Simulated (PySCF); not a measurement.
Compound: C2H6OSi2.
Bonds: C1–C2 (double), C2–Si3, Si3–O4, O4–Si5, C1–Si5. Hydrogens: H6 on C1; H7 on C2; H8, H9 on Si3; H10, H11 on Si5.

Computed by this run: PBE0-D3(BJ)/def2-SVP geometry optimisation, gas phase in PySCF; density fitting, grid level 1; the optimiser is geomeTRIC in internal coordinates, started from a GFN2-xTB structure with every atom displaced at random (about 0.01 Å).

Step 0: E = -19955.8668 eV
```
atom  x, y, z in Å  |  force x, y, z in eV/Å
C1     -1.3098    1.1172    0.1482   -2.646   0.579   0.608
C2     -0.0805    1.4143   -0.2153    2.022   0.177  -0.598
Si3     0.9428   -0.1238   -0.5708    1.158   1.151   0.263
O4     -0.1810   -1.2204   -0.2587   -1.613  -2.175   0.270
Si5    -1.7085   -0.7157    0.1877    1.200   0.324   0.401
H6     -2.0499    1.9258    0.3736    0.441  -0.440  -0.061
H7      0.2992    2.4333   -0.2901   -0.108   0.324   0.023
H8      1.3720   -0.2730   -1.9637    0.409   0.155  -0.465
H9      2.0371   -0.3472    0.4151    0.334   0.223  -0.166
H10    -2.6542   -1.1635   -0.8066   -0.832  -0.243  -0.478
H11    -1.9703   -1.2363    1.5445   -0.364  -0.073   0.203
```

Step 1: E = -19956.0993 eV
```
atom  x, y, z in Å  |  force x, y, z in eV/Å
C1     -1.3348    1.1065    0.1468    0.425  -0.082  -0.053
C2     -0.0623    1.3899   -0.2208   -0.287  -0.107   0.085
Si3     0.9753   -0.1412   -0.5601   -0.191  -0.224  -0.050
O4     -0.1995   -1.3360   -0.2493    0.673   0.394  -0.107
Si5    -1.6925   -0.7413    0.1991   -0.547   0.177  -0.003
H6     -2.0380    1.9074    0.3953   -0.099   0.056  -0.010
H7      0.2847    2.4287   -0.2896    0.040  -0.008  -0.008
H8      1.4986   -0.2159   -1.9620   -0.180  -0.062   0.048
H9      2.1823   -0.2438    0.3196   -0.183  -0.105   0.096
H10    -2.7740   -1.1382   -0.7622    0.172  -0.007   0.002
H11    -2.1430   -1.2053    1.5472    0.175  -0.034   0.000
```

Step 2: E = -19956.1269 eV
```
atom  x, y, z in Å  |  force x, y, z in eV/Å
C1     -1.3327    1.1151    0.1458    0.059   0.035   0.019
C2     -0.0642    1.3983   -0.2193   -0.038   0.021   0.019
Si3     0.9697   -0.1310   -0.5614   -0.136  -0.291   0.008
O4     -0.1936   -1.3162   -0.2490    0.315   0.206  -0.060
Si5    -1.6942   -0.7291    0.1973   -0.189  -0.022  -0.004
H6     -2.0426    1.9164    0.3887   -0.008  -0.011  -0.020
H7      0.2887    2.4354   -0.2870   -0.001   0.002  -0.005
H8      1.4665   -0.2327   -1.9651   -0.048   0.025  -0.017
H9      2.1488   -0.2748    0.3415   -0.032   0.001   0.052
H10    -2.7473   -1.1517   -0.7745    0.026   0.020  -0.009
H11    -2.1021   -1.2188    1.5472    0.052   0.014   0.017
```

Q: Estimate the geometry and energy of step 3. (The exact step hangs on the optimiser's Hessian estimate; all steps are aligned on step 2, rigid shifts and turns removed.)

A: E = -19956.1309 eV, largest force 0.128 eV/Å
```
atom  x, y, z in Å  |  force x, y, z in eV/Å
C1     -1.3318    1.1165    0.1452   -0.016   0.011   0.014
C2     -0.0637    1.3986   -0.2182    0.030   0.022   0.000
Si3     0.9679   -0.1343   -0.5616   -0.043  -0.119   0.020
O4     -0.1894   -1.3120   -0.2504    0.062   0.057  -0.021
Si5    -1.6951   -0.7280    0.1957   -0.032  -0.016   0.007
H6     -2.0443    1.9171    0.3829   -0.002  -0.005  -0.009
H7      0.2907    2.4351   -0.2867   -0.007   0.003  -0.004
H8      1.4534   -0.2290   -1.9690    0.002   0.021  -0.010
H9      2.1361   -0.2830    0.3546    0.005   0.014   0.004
H10    -2.7424   -1.1518   -0.7791   -0.006   0.005  -0.004
H11    -2.0844   -1.2184    1.5504    0.007   0.006   0.005
```

The energy changes by -0.0040 eV. The first-order estimate −F·Δx gives -0.0069 eV and the mean of the old and new forces, exact on a quadratic surface, -0.0040 eV. The step makes an angle of 68° with the force vector and moves no atom by more than 0.020 Å.

Hardware: an Arm Neoverse V1 with one thread, shared host.
